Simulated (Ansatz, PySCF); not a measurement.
Hf(Cl)2(OSiH3) (Cl2H3HfOSi), SMILES [SiH3][O][Hf+]([Cl])[Cl], charge +1, multiplicity 1.

Geometry optimised at B3LYP-D3(BJ)/def2-SVP. The multiplicity is an assumed one; no other spin state was optimised. The isomer is the one that the SMILES or the coordinates give; other isomers of the formula were not compared. The def2 effective core potentials stand for the cores of Hf; spin–orbit coupling is left out. One conformer was computed; it need not be the lowest.

Vertical ionisation energy (IE) and electron affinity (EA) in eV. Rows of orbital energies are one-electron estimates. Where ΔSCF, EOM or ADC give a negative EA the extra electron is unbound and the value depends on the basis.

```tsv
level	IE	EA
−ε(HOMO), −ε(LUMO), M06-2X/def2-TZVP (PySCF)	14.78	7.76
−ε(HOMO), −ε(LUMO), PBE/def2-TZVP (PySCF)	12.16	9.03
ΔSCF, CAM-B3LYP/def2-SVPD (Ansatz), final states of multiplicity 2 and 2	15.77	6.96
ΔSCF, PBE/def2-SVPD (Ansatz), final states of multiplicity 2 and 2	14.84	6.66
```

### Question
What vertical singlet–triplet gap does ΔSCF give with CAM-B3LYP/def2-SVPD (Ansatz, a quantum-chemistry and plane-wave program) and with PBE/def2-SVPD (Ansatz)? (The exact figures need the calculation; the answer reports its results.)

### Answer
4.32 and 3.68 eV (triplet above singlet where positive).
